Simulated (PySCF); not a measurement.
C2F3, doublet (typed; the unrestricted solution is spin-contaminated), geometry from GFN2-xTB; PySCF with DF-MP2/6-31G.

PySCF was given this input:
```python
from pyscf import gto, scf, mp

mol = gto.Mole()
mol.atom = '''
    C    -0.02097005    0.18801536    0.95068298
    C     0.00630951    0.22182388   -0.35025560
    F    -0.03482227   -0.77428364    1.82927975
    F     0.01570563    1.33880864   -1.05329788
    F     0.02889033   -0.83775117   -1.17626680
'''
mol.basis = '6-31g'
mol.spin = 1
mol.verbose = 4
mol.build()

mf = scf.UHF(mol)
mf = mf.density_fit(auxbasis='def2-universal-jkfit')
mf.kernel()

pt = mp.MP2(mf)
pt.kernel()
print('E(MP2) = %.10f' % pt.e_tot)
```

It wrote (shortened):

```
PySCF version 2.14.0

[INPUT] verbose = 4
[INPUT] num. atoms = 5
[INPUT] num. electrons = 39
[INPUT] charge = 0
[INPUT] spin (= nelec alpha-beta = 2S) = 1
[INPUT] symmetry False subgroup None
[INPUT] Mole.unit = angstrom
[INPUT] Symbol           X                Y                Z      unit          X                Y                Z       unit  Magmom
[INPUT]  1 C     -0.020970050000   0.188015360000   0.950682980000 AA   -0.039627651318   0.355297537612   1.796530463485 Bohr   0.0
[INPUT]  2 C      0.006309510000   0.221823880000  -0.350255600000 AA    0.011923245880   0.419186381088  -0.661887157595 Bohr   0.0
[INPUT]  3 F     -0.034822270000  -0.774283640000   1.829279750000 AA   -0.065804553336  -1.463184022331   3.456837732713 Bohr   0.0
[INPUT]  4 F      0.015705630000   1.338808640000  -1.053297880000 AA    0.029679339314   2.529981662801  -1.990444520785 Bohr   0.0
[INPUT]  5 F      0.028890330000  -0.837751170000  -1.176266800000 AA    0.054594811348  -1.583120271834  -2.222822101419 Bohr   0.0

nuclear repulsion = 161.774126811007
number of shells = 25
number of NR pGTOs = 110
number of NR cGTOs = 45
basis = 6-31g
ecp = {}

******** <class 'pyscf.df.df_jk.DFUHF'> ********
method = DFUHF
initial guess = minao
damping factor = 0
level_shift factor = 0
DIIS = <class 'pyscf.scf.diis.CDIIS'>
diis_start_cycle = 1
diis_space = 8
diis_damp = 0
SCF conv_tol = 1e-09
SCF conv_tol_grad = None
SCF max_cycles = 50
direct_scf = False
number electrons alpha = 20  beta = 19
Set gradient conv threshold to 3.16228e-05
******** <class 'pyscf.df.df.DF'> ********
auxbasis = def2-universal-jkfit
init E= -374.750713009796

cycle= 1 E= -373.627592480367  delta_E= 1.12  |g|= 0.527  |ddm|= 1.73
cycle= 2 E= -373.746848814203  delta_E= -0.119  |g|= 0.314  |ddm|= 0.715
cycle= 3 E= -373.784495498973  delta_E= -0.0376  |g|= 0.0577  |ddm|= 0.268
cycle= 4 E= -373.787804182524  delta_E= -0.00331  |g|= 0.0252  |ddm|= 0.0834
cycle= 5 E= -373.789315200472  delta_E= -0.00151  |g|= 0.0186  |ddm|= 0.0592
cycle= 6 E= -373.790331114712  delta_E= -0.00102  |g|= 0.017  |ddm|= 0.0412
cycle= 7 E= -373.791718683145  delta_E= -0.00139  |g|= 0.0154  |ddm|= 0.0593
cycle= 8 E= -373.795142456233  delta_E= -0.00342  |g|= 0.00679  |ddm|= 0.21
cycle= 9 E= -373.795442390562  delta_E= -0.0003  |g|= 0.00239  |ddm|= 0.059
cycle= 10 E= -373.795453592715  delta_E= -1.12e-05  |g|= 0.00125  |ddm|= 0.00717
cycle= 11 E= -373.795457102712  delta_E= -3.51e-06  |g|= 0.000584  |ddm|= 0.00645
cycle= 12 E= -373.795457582865  delta_E= -4.8e-07  |g|= 0.000266  |ddm|= 0.00238
cycle= 13 E= -373.795457748589  delta_E= -1.66e-07  |g|= 0.000103  |ddm|= 0.00136
cycle= 14 E= -373.795457757534  delta_E= -8.95e-09  |g|= 4.87e-05  |ddm|= 0.000348
cycle= 15 E= -373.795457757972  delta_E= -4.37e-10  |g|= 3.56e-05  |ddm|= 0.000663
cycle= 16 E= -373.795457765984  delta_E= -8.01e-09  |g|= 6.72e-06  |ddm|= 0.000347
cycle= 17 E= -373.795457766037  delta_E= -5.31e-11  |g|= 3.31e-06  |ddm|= 1.18e-05
Extra cycle  E= -373.795457766048  delta_E= -1.14e-11  |g|= 2.1e-06  |ddm|= 3.92e-06
converged SCF energy = -373.795457766048  <S^2> = 1.0032806  2S+1 = 2.2390003

******** <class 'pyscf.mp.dfump2.DFUMP2'> ********
nocc = (np.int64(20), np.int64(19)), nmo = (45, 45)
E(DFUMP2) = -374.298772325946  E_corr = -0.503314559898005
E(SCS-DFUMP2) = -374.281761253454  E_corr = -0.486303487406056
E_corr(same-spin) = -0.13577767439025
E_corr(oppo-spin) = -0.367536885507755
E(MP2) = -374.2987723259
```
